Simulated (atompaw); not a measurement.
How hard is this Cr PAW (atompaw) potential?

chromium, PAW, made with atompaw 4.2.0.5 (PBE, scalar-relativistic). Core [Ar], reference 3d5 4s1 4p0. Waves: 4s (bound): rc 3.00 bohr; 4s channel at 1.7 Ry: rc 3.00 bohr; 4p (bound, empty): rc 3.00 bohr; 4p channel at 2.4 Ry: rc 3.00 bohr; 3d (bound): rc 2.30 bohr; 3d channel at 0.7 Ry: rc 2.30 bohr. Local part: troulliermartins scheme with l = 3 at 0.5 Ry, radius 3.00 bohr. Core correction: smooth core density matched at 2.70 bohr. Augmentation charge: besselshape compensation charge, radius 2.20 bohr; PAW radius 3.00 bohr; waves and projectors: custom rrkj vanderbiltortho.

The pseudo-atom Hamiltonian at the reference potential is diagonalised in spherical Bessel functions j_l(qr) that vanish at 20 bohr, with q² up to the cutoff. All-electron valence levels (Ry): 4s -0.2945, 4p -0.0727, 3d -0.2141.

Task: How do the lowest levels (Ry) of each channel move with the cutoff, and are there ghosts?

Result:

```tsv
cutoff (Ry)	s #1	s #2	p #1	p #2	d #1	f #1	Σ f·Δε (mRy)
8	-0.2945	0.0046	-0.0726	0.0490	-0.1502	0.1052	319.6
12	-0.2945	0.0046	-0.0726	0.0490	-0.2024	0.1052	58.4
18	-0.2945	0.0046	-0.0726	0.0490	-0.2135	0.1052	3.1
21	-0.2945	0.0046	-0.0726	0.0490	-0.2139	0.1052	1.1
30	-0.2945	0.0046	-0.0726	0.0490	-0.2140	0.1052	0.5
40	-0.2945	0.0046	-0.0726	0.0490	-0.2141	0.1052	0.1
400	-0.2945	0.0046	-0.0726	0.0490	-0.2141	0.1052	0.0
```

Result: no extra level below or beside the all-electron valence levels (s, p, d, f tested); 10 mRy is reached at 18 Ry and 1 mRy at 30 Ry.
